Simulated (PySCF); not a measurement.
Atom-mapped SMILES (the numbers label the heavy atoms): `[CH2:1]=[CH:2][C@@H:3]1[CH2:4][C@@H:5]([F:6])[CH2:7][CH2:8][SiH2:9]1`. Each H is labelled by its parent atom. Ha(C4), Ha(C7), Ha(C8), Ha(Si9) are cis to C2 on the ring; Ha(C1) is cis to C3; Hb(C4), Hb(C7), Hb(C8), Hb(Si9) are trans to C2 on the ring; Hb(C1) is trans to C3.

- shieldings: GIAO B3LYP/pcSseg-1
- structure optimised with PBE0-D3(BJ)/def2-SVP
- run in PySCF 2.14
- single conformer, non-relativistic Hamiltonian, in vacuum

List the cross peaks expected in HSQC, COSY and HMBC spectra.

Answers



HSQC (one-bond C–H):
```tsv
δH	δC
5.70 (H(C2))	150.2 (C2)
5.22 (Ha(C1))	118.6 (C1)
4.98 (Hb(C1))	118.6 (C1)
4.74 (H(C5))	91.8 (C5)
2.32 (Hb(C7))	32.3 (C7)
2.28 (Hb(C4))	40.1 (C4)
2.15 (H(C3))	28.1 (C3)
1.27 (Hb(C8))	4.6 (C8)
1.22 (Ha(C7))	32.3 (C7)
1.22 (Ha(C4))	40.1 (C4)
0.63 (Ha(C8))	4.6 (C8)
```

COSY cross peaks (H two or three bonds apart, from the bond graph; peaks can be absent where the dihedral angle is near 90°):
```tsv
δH	δH
5.70 (H(C2))	5.22 (Ha(C1))
5.70 (H(C2))	4.98 (Hb(C1))
5.70 (H(C2))	2.15 (H(C3))
5.22 (Ha(C1))	4.98 (Hb(C1))
4.74 (H(C5))	2.32 (Hb(C7))
4.74 (H(C5))	2.28 (Hb(C4))
4.74 (H(C5))	1.22 (Ha(C7))
4.74 (H(C5))	1.22 (Ha(C4))
3.85 (Hb(Si9))	3.73 (Ha(Si9))
3.85 (Hb(Si9))	2.15 (H(C3))
3.85 (Hb(Si9))	1.27 (Hb(C8))
3.85 (Hb(Si9))	0.63 (Ha(C8))
3.73 (Ha(Si9))	2.15 (H(C3))
3.73 (Ha(Si9))	1.27 (Hb(C8))
3.73 (Ha(Si9))	0.63 (Ha(C8))
2.32 (Hb(C7))	1.27 (Hb(C8))
2.32 (Hb(C7))	1.22 (Ha(C7))
2.32 (Hb(C7))	0.63 (Ha(C8))
2.28 (Hb(C4))	2.15 (H(C3))
2.28 (Hb(C4))	1.22 (Ha(C4))
2.15 (H(C3))	1.22 (Ha(C4))
1.27 (Hb(C8))	1.22 (Ha(C7))
1.27 (Hb(C8))	0.63 (Ha(C8))
1.22 (Ha(C7))	0.63 (Ha(C8))
```

HMBC (two and three bonds, from the bond graph):
```tsv
δH	δC
5.70 (H(C2))	118.6 (C1), 40.1 (C4), 28.1 (C3)
5.22 (Ha(C1))	150.2 (C2), 28.1 (C3)
4.98 (Hb(C1))	150.2 (C2), 28.1 (C3)
4.74 (H(C5))	40.1 (C4), 32.3 (C7), 28.1 (C3), 4.6 (C8)
3.85 (Hb(Si9))	150.2 (C2), 40.1 (C4), 32.3 (C7), 28.1 (C3), 4.6 (C8)
3.73 (Ha(Si9))	150.2 (C2), 40.1 (C4), 32.3 (C7), 28.1 (C3), 4.6 (C8)
2.32 (Hb(C7))	91.8 (C5), 40.1 (C4), 4.6 (C8)
2.28 (Hb(C4))	150.2 (C2), 91.8 (C5), 32.3 (C7), 28.1 (C3)
2.15 (H(C3))	150.2 (C2), 118.6 (C1), 91.8 (C5), 40.1 (C4), 4.6 (C8)
1.27 (Hb(C8))	91.8 (C5), 32.3 (C7), 28.1 (C3)
1.22 (Ha(C7))	91.8 (C5), 40.1 (C4), 4.6 (C8)
1.22 (Ha(C4))	150.2 (C2), 91.8 (C5), 32.3 (C7), 28.1 (C3)
0.63 (Ha(C8))	91.8 (C5), 32.3 (C7), 28.1 (C3)
```

Scale: ¹H (31.38 ppm) and ¹³C (179.24 ppm) vs TMS (reference shieldings calculated alike).

Short H···H contacts in this conformer between protons four or more bonds apart (candidates for NOE cross peaks, intensity ∝ r⁻⁶): Ha(C1)···H(C3) 2.47 Å, Ha(C4)···Ha(C7) 2.57 Å, H(C2)···Ha(C4) 2.57 Å.

Shifts are as computed. Against solution values, carbons near 30 ppm lie about +2 ppm off and those near 130 ppm about +6 ppm. Of 1211 compounds with measured shifts, 218 miss one by over three times the rms of a fit or turn the order of signals round; such compounds aren't used in these exercises.
